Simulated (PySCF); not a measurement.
**BiS at r²SCAN**

Computed with r²SCAN; PySCF, scalar-relativistic core potentials, basis sets Bi def2-TZVPP with ECP60, S def2-TZVPP.

| Property | Result |
| --- | --- |
| state | ²Π (doublet), unpaired electrons π ↑ |
| bond length | 4.353 bohr |
| harmonic wavenumber | 446 cm⁻¹ |
| force constant | 3.25 mdyn/Å |
| rotational constant Be | 0.1146 cm⁻¹ |
| anharmonicity ωexe | 2.04 cm⁻¹ |
| vibration–rotation constant αe | 0.000439 cm⁻¹ |
| well depth De to Bi + S | 3.25 eV |
| dissociation energy D0 | 3.23 eV |
| bond order (Mayer) | 2.18 |
| dipole moment (positive dipole means Bi(−)S(+)) | -3.10 D |

Spin–orbit coupling is left out, which matters for elements this heavy, above all for dissociation energies. The state is the lowest determinant that a PBE0 search found; another state may lie lower at other levels.
